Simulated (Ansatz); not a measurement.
Ansatz (a first-principles code) input:
A basis named .json is the Basis Set Exchange file of that set.

Ansatz 0.2 input:
```yaml
crystal:
  periodic: [false, false, false]
  atoms:
    - {symbol: S, position_ang: [1.36780244, -1.15278601, -0.21973083]}
    - {symbol: B, position_ang: [-0.00608263, 0.01046596, -0.00319394]}
    - {symbol: S, position_ang: [-1.24050135, -0.32904221, 1.27303468]}
    - {symbol: S, position_ang: [0.00742123, 1.43148547, -1.12431767]}
    - {symbol: H, position_ang: [1.01360279, -2.01747746, 0.74584042]}
    - {symbol: H, position_ang: [-2.03097523, 0.74026923, 1.08513006]}
    - {symbol: H, position_ang: [-1.10777149, 2.03036238, -0.67877974]}
basis:
  gaussian:
    orbitals: aug-cc-pV_Q+d_Z.json
magnetization: {spin_polarized: false}
correlation: {method: ccsd_t, electrons: outside_noble_gas}
```

Problem. What final total energy does it print?

Solution. -1219.96541 Eh (CCSD(T)/aug-cc-pV(Q+d)Z). The basis has 485 functions.
